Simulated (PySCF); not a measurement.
CH3BBrClO.

```xyz
8

B     -0.2286    -0.5684     0.1180
Cl    -0.5875    -1.2402     1.7075
Br     0.4820     1.2381    -0.0007
O     -0.4562    -1.3212    -0.9541
C     -0.2484    -1.0043    -2.3203
H      0.4646    -1.7280    -2.7423
H     -1.2074    -1.1008    -2.8503
H      0.1428     0.0158    -2.4471
```
Charge 0, spin multiplicity 1.

Coordinates come from a B3LYP-D3(BJ)/def2-SVP optimisation. Other conformers were not sampled.

Computed with PBE0/pcSseg-1 (PySCF). Non-relativistic, no solvent.

Computed absolute GIAO shielding of each atom: isotropic value and principal components (ppm):
```
atom  σ(iso)     σ11     σ22     σ33   span
----  ------  ------  ------  ------  -----
B1      64.8    55.6    69.3    69.5   13.9
Cl2    751.5   530.5   776.9   947.1  416.5
Br3   2373.0  1874.2  2510.0  2734.7  860.5
O4     157.5   -34.4   197.4   309.5  343.9
C5     125.3    97.3    98.3   180.4   83.0
H6      27.4    23.4    24.9    33.8   10.4
H7      27.3    23.4    24.9    33.8   10.4
H8      26.8    21.6    27.1    31.6   10.0
```
